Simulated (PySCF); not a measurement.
**How methods differ on the excitation energy of Cd²⁺**

Cd²⁺ [Kr] 4d10 (1S) → Cd²⁺ [Kr] 4d9 5p1 (high-spin determinant), as a difference of total energies. Calculation: PySCF 2.14, in ANO-RCC-VTZP (7s6p4d2f1g, 68 functions); scalar relativity by spin-free X2C-1e. Correlated levels: valence and next inner shell: [Ar] 3d10 frozen. The calculations carry no spin-orbit coupling.

| method | excitation energy (eV) |
| --- | --- |
| UHF | 16.340 |
| MP2 (valence and next inner shell) | 17.182 |
| SCS-MP2 (valence and next inner shell) | 17.116 |
| CCSD (valence and next inner shell) | 16.893 |
| CCSD(T) (valence and next inner shell) | 16.903 |

Q: How much does correlation contribute at CCSD(T) (valence and next inner shell)?

A: 16.903 − (16.340) = 0.563 eV, measured against UHF.

A first-order spin-orbit estimate (lowest level to lowest level, LS coupling) adds -0.158 eV.

The basis was made for the ground configuration and has no added diffuse functions, so the excitation energy can come out too high.

The determinant of the upper state mixes LS terms, which raises its energy above the lowest term, most at the Hartree-Fock and MP2 levels.
